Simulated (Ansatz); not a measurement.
Basis-set extrapolation for AlBClH3N2, SMILES `[NH2][Al]1[NH][B]1Cl` (PBE0-D4/def2-TZVP geometry, frozen core, Ansatz 0.2.0). Multiplicity 1, RHF reference.

|  | def2-TZVPP | def2-QZVPP |
| --- | --- | --- |
| HF | -836.916991 | -836.943162 |
| MP2 correlation | -0.774306 | -0.835181 |
| CCSD(T) correlation | -0.843403 | not run |

Energies in hartree. Use E(X) = E(∞) + A·exp(−7.88·√X) for Hartree–Fock and E(X) = E(∞) + B·X^(−2.97) for correlation, with X = 3 and 4, and add CCSD(T) minus MP2 of the smaller set to the MP2 limit.

Question: What is the CCSD(T) energy at the basis-set limit?

Answer: HF limit: -836.943162 + (-0.026171) × 0.13774 = -836.94677. MP2 limit: -0.835181 + (-0.060875) × 0.74074 = -0.88027. Higher-order term: -0.843403 − (-0.774306) = -0.06910. Total: -837.89614 hartree, 356.4 kJ/mol below CCSD(T)/def2-TZVPP.
